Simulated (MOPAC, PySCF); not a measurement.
CH4N2Si, SMILES `N#C[SiH2]N` (C–Si–N–H torsion 74°), neutral singlet in the gas phase. 

Cartesian coordinates (Å):
```xyz
8

N      2.5194    -1.2435     0.0907
C      1.6172    -0.5263     0.0595
Si     0.1251     0.5972     0.0077
N     -1.3614    -0.2363    -0.0534
H      0.2001     1.3941     1.2442
H      0.2944     1.4059    -1.2118
H     -1.6654    -0.6916    -0.9000
H     -1.7293    -0.6995     0.7630
```
Charge 0, spin multiplicity 1.

All levels are single points at this geometry (B3LYP-D3(BJ)/def2-TZVP); Pople sets use spherical d functions. Orbital energies aren't observables, and empty levels follow the basis.

| level | HOMO (eV) | LUMO (eV) | gap (eV) | dipole (D) | vertical IE, Delta-SCF (eV) |
|---|---|---|---|---|---|
| B3LYP-D3(BJ)/def2-TZVP in PySCF | -8.09 | -0.99 | 7.10 | 3.79 | 10.67 |
| B3LYP/3-21G in PySCF | -7.26 | -0.12 | 7.14 | 3.39 | – |
| B3LYP/6-311+G** in PySCF | -8.11 | -1.16 | 6.94 | 3.72 | – |
| B3LYP/6-31G* in PySCF | -7.72 | -0.52 | 7.20 | 3.67 | 10.43 |
| B3LYP/LANL2DZ in PySCF | -7.69 | -0.59 | 7.09 | 3.50 | – |
| BP86/6-31G* in PySCF | -6.60 | -1.30 | 5.30 | 3.68 | – |
| M06-2X/6-31G* in PySCF | -9.46 | 0.59 | 10.04 | 3.67 | – |
| PBE/6-31G* in PySCF | -6.48 | -1.24 | 5.24 | 3.66 | 10.08 |
| SVWN5/6-31G* in PySCF | -6.60 | -1.45 | 5.15 | 3.74 | – |
| HF/3-21G in PySCF | -11.52 | 3.59 | 15.11 | 3.38 | – |
| HF/6-31G* in PySCF | -11.80 | 3.09 | 14.89 | 3.76 | 9.45 |
| HF/STO-3G in PySCF | -9.16 | 9.61 | 18.78 | 3.05 | – |
| PM7 in MOPAC | -10.55 | 0.41 | 10.97 | 3.51 | – |
